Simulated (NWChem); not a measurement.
Ionisation of C₃H₅NOSi

```
Si
H 1 1.4919
H 1 1.4919 2 109.60
C 1 1.8987 2 111.52 3 -123.97
H 4 1.1024 1 108.18 2 -176.02
H 4 1.1024 5 106.44 1 -116.06
C 4 1.4476 5 110.30 6 -119.66
N 7 1.1584 5 151.38 4 177.00
C 1 1.9335 2 109.96 3 120.99
O 9 1.2068 1 120.03 2 119.62
H 9 1.1253 10 119.95 1 180.00
```
Charge 0, spin multiplicity 1.

Program: NWChem. Structure: optimised with PBE0/def2-SVP, held to Cs symmetry and with no frequency check, so it may be a saddle point. It is one conformer; others weren't searched.

Basis set: def2-SVP. −ε marks an orbital energy of the parent.

B3LYP has NWChem's definition, with VWN1-RPA local correlation. The structure started from a generated list of species.

Q: For the first vertical ionisation energy, −ε(HOMO) of HF gives 11.24 eV and −ε(HOMO) of B3LYP gives 7.20 eV. What do −ε(HOMO) of PBE, −ε(HOMO) of BHandHLYP, −ε(HOMO) of TPSS give?

A: −ε(HOMO) of PBE: 5.93 eV; −ε(HOMO) of BHandHLYP: 8.92 eV; −ε(HOMO) of TPSS: 6.06 eV.
